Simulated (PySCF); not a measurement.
Vertical excitations of a molecule C6H6O from TDDFT-PBE0/def2-SVPD (PySCF 2.14.0), as energy in eV (oscillator strength): 5.45 (0.009), 5.95 (0.008), 6.25 (0.003), 6.32 (0.021), 6.43 (0.096), 6.73 (0.014), 6.88 (0.013), 6.93 (0.004), 7.00 (0.004), 7.34 (0.016). Lowest triplet (TDA): 3.95 eV. Geometry: B3LYP-D3(BJ)/def2-SVP. Other conformers were not sampled.

**Question.** Identify the compound among the candidates.
A. C#C[C@@H]1CC=CO1
B. C=C=C[C@@H]1C=CO1
C. C=C=C1COC1=C
D. C#C[C@H]1C=CCO1

**Answer.** A, C#C[C@@H]1CC=CO1
